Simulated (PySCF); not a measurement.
# C₆ coefficients of unlike pairs at PBEsol

Calculated with PySCF 2.14 from the dipole response of each species, C₆(A,B) = (3/π) ∫ α_A(iu) α_B(iu) du, in atomic units, from isotropic polarisabilities. For ions this is the dispersion term alone; charge-induced terms of lower order in 1/R come first.

```csv
species,configuration,basis,relativity,α (bohr³),C₆ (like pair)
Ar³⁺,[Ne] 3s2 3p3 (4S),dyall-acv3z (19s12p6d4f),spin-free X2C,3.591,9.752
Rb,[Kr] 5s1 (2S),dyall-av2z (22s16p9d),none,382.6,6042
Ne²⁺,[He] 2s2 2p4 (3P),aug-cc-pV5Z (7s6p5d4f3g2h),none,0.8740,1.112
Ar²⁺,[Ne] 3s2 3p4 (3P),dyall-acv3z (19s12p6d4f),spin-free X2C,4.830,16.96
```

Task: Estimate C₆ for Ar²⁺ with Rb.

Result: The integral gives 164.7. The combination rule 2 C_A C_B / (C_A α_B/α_A + C_B α_A/α_B) gives 144.3 and the geometric mean 320.2.

No spin-orbit coupling is included.

The other pairs:

| pair | C₆ |
| --- | --- |
| Ar²⁺, Ar³⁺ | 12.86 |
| Ne²⁺, Ar³⁺ | 3.118 |
| Ne²⁺, Rb | 32.03 |
| Ar²⁺, Ne²⁺ | 4.073 |
| Rb, Ar³⁺ | 123.0 |
